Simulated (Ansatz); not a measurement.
Reaction (cleavage of the Ge–Si bond): `[SiH3][GeH2][SiH2][GeH2][SiH2][GeH3]` + `C=N` → `C=[N][GeH3]` + `[SiH3][GeH2][SiH2][GeH2][SiH3]`

Isolated molecules relaxed with PBE0-D4/def2-TZVP in Ansatz; ΔE leaves out vibrations. CBS: MP2 limit from def2 TZ/QZ plus the TZ coupled-cluster correction, frozen cores. This one scheme is used for every species. Functionals use def2-TZVPP. HSE06 is defined as in plane-wave codes. For Ge outer-core shells are correlated without core-valence functions, which leaves a few kJ/mol of doubt a bond. Scalar relativity is left out up to krypton. One conformer a species, not always the lowest.

`[SiH3][GeH2][SiH2][GeH2][SiH2][GeH3]`:

Cartesian coordinates in Å:
```
Si 2.685 -0.469 0.267
Ge 1.275 -0.051 2.140
Si -0.978 -0.751 1.809
Ge -2.190 0.874 0.561
Si -1.016 1.400 -1.441
Ge -0.514 -0.612 -2.607
H 2.252 0.330 -0.909
H 2.636 -1.911 -0.088
H 4.087 -0.101 0.601
H 1.864 -0.791 3.358
H 1.292 1.455 2.468
H -0.988 -2.045 1.072
H -1.632 -0.966 3.129
H -3.589 0.330 0.209
H -2.376 2.140 1.418
H -1.824 2.298 -2.311
H 0.246 2.105 -1.087
H -1.812 -1.238 -3.147
H 0.442 -0.367 -3.787
H 0.141 -1.628 -1.655
```

`C=N`:

Z-matrix (Å, degrees):
```
C
N 1 1.261
H 1 1.096 2 124.9
H 1 1.092 2 118.8 3 -180.0
H 2 1.021 1 111.0 3 -0.0
```

`C=[N][GeH3]`:

Cartesian coordinates in Å:
```
C 0.064 -1.282 0.831
N -0.742 -0.381 0.483
Ge -0.147 0.999 -0.618
H 1.125 -1.333 0.535
H -0.281 -2.097 1.479
H 1.350 0.807 -0.953
H -0.370 2.317 0.136
H -0.998 0.969 -1.894
```

`[SiH3][GeH2][SiH2][GeH2][SiH3]`:

Cartesian coordinates in Å:
```
Si 1.973 -0.891 -1.586
Ge 0.087 -1.921 -0.566
Si -1.773 -0.437 -0.611
Ge -1.070 1.679 0.225
Si 0.072 1.395 2.292
H 3.151 -1.799 -1.582
H 1.649 -0.527 -2.991
H 2.320 0.350 -0.842
H 0.423 -2.251 0.902
H -0.249 -3.244 -1.279
H -2.271 -0.303 -2.008
H -2.880 -0.965 0.234
H -2.272 2.625 0.404
H -0.114 2.323 -0.797
H 1.261 0.526 2.084
H 0.521 2.701 2.843
H -0.828 0.740 3.278
```

(1) Is it downhill or uphill in electronic energy at CCSD(T)/CBS, and by how much? (Estimate.)

(2) What do these levels give: r2SCAN0-D4, ωB97M-V, BLYP, HSE06, SCS-MP2/def2-QZVPP, MP2/CBS(def2)? (Estimate.)

Largest T1 diagnostic among the species: 0.013.

Answers

(1) The calculation gave: Uphill: ΔE = +7.2 kcal/mol.

(2) Ansatz gave: r2SCAN0-D4 7.7, ωB97M-V 6.7, BLYP 4.0, HSE06 7.5, SCS-MP2/def2-QZVPP 4.5, MP2/CBS(def2) 6.3 kcal/mol.

The D4 term adds +2.5 kcal/mol with B3LYP and +1.6 kcal/mol with PBE0; it sums over pairs of atoms, weighted by their polarisabilities, and B3LYP, whose exchange is more repulsive, gets the larger term. Leaving LDA and LC-ωPBE aside and taking each functional with its dispersion term where it has one, the values, not all of them listed here, spread over 4.5 kcal/mol, from B2PLYP to PBE-D4. LDA lies +1.3 kcal/mol from PBE without D4. In def2-TZVPP, CCSD(T) changes the Hartree–Fock value by +5.3 kcal/mol (the triples alone add +0.4 kcal/mol) and MP2 by +4.4 kcal/mol.

B3LYP here is the variant with VWN-RPA as its local correlation; programs differ in this.
